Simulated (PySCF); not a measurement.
## Stationary points of AsH₆⁻

These are results of PBE0/[As def2-TZVPD, H def2-TZVPD], no relativity, density fitting, PySCF, not measurements.

Relaxations began from a few typed shapes. The search is not exhaustive: other isomers or separated fragments can lie lower, and high-lying points may rest on an excited occupation.

(1) Order these stationary points by electronic energy, lowest first, in kJ/mol from the lowest minimum.
A. singlet Oh: As–H 1.621 Å (×6); H–As–H 90.0° (×12), H–As–H 180.0° (×3)
B. singlet D3h: As–H 1.644 Å (×6); H–As–H 81.8° (×9), H–As–H 135.6° (×6)

(2) Which of them are minima?

Results:

(1) A (0.0), B (173.8).

(2) By energy in kJ/mol, 0.0: minimum; 173.8: saddle point, 1 imaginary mode.

Counting electrons, arsenic keeps none of its valence electrons outside its bonds, so the VSEPR class is AX6 and the expected shape is octahedral (Oh), as computed.

For the lowest minimum: the lowest empty level of this anion is unbound, so it and the gap depend on the basis.
